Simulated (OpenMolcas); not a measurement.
5d along the 69-electron sequence

| Item | Value |
| --- | --- |
| Program | OpenMolcas |
| Method | XMS-CASPT2, IPEA 0.25 Eh, imaginary shift 0.1 Eh |
| Basis | ANO-RCC-VTZP |
| Scalar Hamiltonian | DKH2, point nucleus |
| Spin-orbit coupling | RASSI with atomic mean-field integrals over the reference wave functions, term energies averaged over their components |

Active space for each ion: 1 electron in 10 orbitals (5d 6d); closed shells correlated by CASPT2: 5s 5p.

Computed levels in cm-1 above ²D_3/2:

```
                               Level  Hf3+  Ta4+   W5+   Re6+   Os7+
                              ²D_5/2  4910  6760  8930  11160  13950
weight of ²D in the lowest level (%)   100   100   100    100    100
```

Measured, with the error of the calculation in %. Measured levels: W5+ from the list in J. Phys. B 45, 035002 (2012).

```csv
Level,W5+
²D_5/2,8709 (+2.5)
```

The fine-structure level ²D_5/2 changes by a factor of 2.84 from Hf3+ to Os7+. Its fourth root runs 8.37, 9.07, 9.72, 10.28, 10.87, with steps per unit of Z of 0.70, 0.65, 0.56, 0.59; equal steps would mean a (Z - σ)^4 law with constant σ.

CASPT2 breaks the degeneracy within a term, and the mean is taken; among the terms shown or strongly mixed into the levels shown the widest spread is 43 cm-1 (5d ²D, Re6+). With one active electron outside closed inactive shells, the extra shells (6d) add no correlation to the reference. With one active electron, CASPT2 adds the correlation within the correlated inactive shells and between them and that electron, and leaves the splitting within a term as the reference gives it. Measured partners are found by configuration, term and J. A level has none where our copy of the source lacks it or the pairing is in doubt (some pairs that miss far off the trend of their configuration count as doubtful), and it then counts in no deviation. Levels of configurations outside the active space are missing.
